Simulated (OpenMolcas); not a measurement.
## What dynamic correlation does to the levels of S+

```json
{"Program": "OpenMolcas 26.06", "Basis": "ANO-RCC-VDZP [4s3p1d]", "Scalar Hamiltonian": "DKH2, point nucleus", "Active space": "3 electrons in 3 orbitals (3p)", "State averaging": "2S+1 = 4 odd, 1 root; 2S+1 = 2 odd, 8 roots", "Spin-orbit coupling": "state interaction with AMFI integrals over the reference wave functions, term energies averaged over their components"}
```

Methods on the same reference wave functions:
A. CASSCF
B. SS-CASPT2, IPEA 0.25 Eh, imaginary shift 0.1 Eh (closed shells correlated: 2s 2p 3s)

Energies in cm-1 above 3s2 3p3 4S* 3/2, the measured ground level; measured values from NIST Handbook of Basic Atomic Spectroscopic Data.

```tsv
Level	A	B	Measured
3s2 3p3 4S* 3/2	0.0	0.0	0.0
3s2 3p3 2D* 3/2	19204	17400	14853
3s2 3p3 2D* 5/2	19222	17420	14885
3s2 3p3 2P* 1/2	31884	28050	24525
3s2 3p3 2P* 3/2	31908	28070	24572
```

Deviations, from unrounded energies. A percentage is the sum of absolute deviations over the sum of measured energies, with the sign that they share, or ± where signs differ.

| Against measurement | Levels | A | B |
| --- | --- | --- | --- |
| mean absolute deviation (cm-1) | 4 | 5800 | 3000 |
| other terms of the ground configuration (%) | 4 | +29.7 | +15.4 |

B lies closest to measurement on these levels. The largest miss of B in the table is 3s2 3p3 2P* 1/2, by +3500 cm-1. The ranking rests on the paired levels alone, and a cruder setting can come out closer through cancelling errors.

From A to B the spin-free energies of the other terms of 3s2 3p3 shown, above 4S*, scale by factors of 0.88 to 0.91.

The lowest spin-free term lies below A's lowest term by 0.074 hartree in B.

CASPT2 breaks the degeneracy within a term, and the mean is taken; among the terms shown or strongly mixed into the levels shown the widest spread is 280 cm-1 (3s2 3p3 2D*, B). With the s shell closed, the reference lacks s² → p² mixing. Without dynamic correlation excited terms often stand tens of per cent too high (terms of higher spin than the ground term too low), and those without a measured partner can miss by more than the paired ones (holds for A). Some terms miss by over 15 % even with CASPT2, which points to a basis or an active space too small for the shells correlated (holds for B). Measured partners are found by configuration, term and J. A level has none where our copy of the source lacks it or the pairing is in doubt (some pairs that miss far off the trend of their configuration count as doubtful), and it then counts in no deviation. Levels of configurations outside the active space are missing.

* marks odd parity.
